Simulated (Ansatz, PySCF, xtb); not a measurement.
Reaction (SMILES): COB(O)O + 2 B (BH3) + O (H2O) -> 3 BO (H3BO) [borinic acid] + CO (CH4O)
Geometries: B3LYP-D3(BJ)/def2-TZVP minima from Ansatz (an electronic-structure program), one conformer each, not searched for the lowest. Frequencies are from Ansatz or PySCF.

Property: bond separation energy (enthalpy at 298 K, with B3LYP-D3(BJ) rigid-rotor harmonic-oscillator terms), in eV. Cores are frozen in the correlated levels unless marked. No spin-orbit coupling. No relativistic terms. CBS marks a two-point X^-3 extrapolation of the correlation energy; Hartree-Fock from the larger set. [CCSD(T)-MP2]/basis is that difference in the basis named.

```
level                                                                 program  bond separation energy (eV)
-------------------------------------------------------------  --------------  ---------------------------
GFN1-xTB                                                                  xtb                        -0.40
HF/aug-cc-pVTZ                                                         Ansatz                         0.00
HF/cc-pVQZ                                                             Ansatz                        -0.03
SVWN5/def2-TZVPD                                                       Ansatz                        -0.45
BLYP/def2-TZVPD                                                        Ansatz                        -0.47
revPBE-D4/def2-TZVPD                                           Ansatz + dftd4                        -0.36
PBE0-D3(BJ)/def2-TZVP                                          Ansatz + dftd3                        -0.33
BHLYP/def2-TZVPD                                                       Ansatz                        -0.20
r2SCAN0/def2-TZVPD                                                     Ansatz                        -0.20
CAM-B3LYP-D3(BJ)/def2-TZVPD                                    Ansatz + dftd3                        -0.27
LC-wPBE-D3(BJ)/def2-TZVPD                                      Ansatz + dftd3                        -0.26
B2GP-PLYP-D4/def2-TZVPD                                        Ansatz + dftd4                        -0.22
PBE-QIDH/def2-TZVPD                                                    Ansatz                        -0.21
RI-MP2/CBS(aug-cc-pVTZ,aug-cc-pVQZ)                                    Ansatz                        -0.22
RI-MP2/CBS(cc-pVTZ,cc-pVQZ)                                            Ansatz                        -0.23
SCS-MP2/cc-pVDZ                                                        Ansatz                        -0.39
CCSD(T)/cc-pVDZ                                                        Ansatz                        -0.43
CCSD(T) with core electrons/cc-pwCVTZ                                  Ansatz                        -0.28
RI-MP2/CBS(aug-cc-pVTZ,aug-cc-pVQZ)+[CCSD(T)-MP2]/aug-cc-pVDZ          Ansatz                        -0.22
RI-MP2/CBS(cc-pVTZ,cc-pVQZ)+[CCSD(T)-MP2]/cc-pVTZ                      Ansatz                        -0.23
CCSD(T)/CBS(cc-pVTZ,cc-pVQZ)                                           Ansatz                        -0.22
```
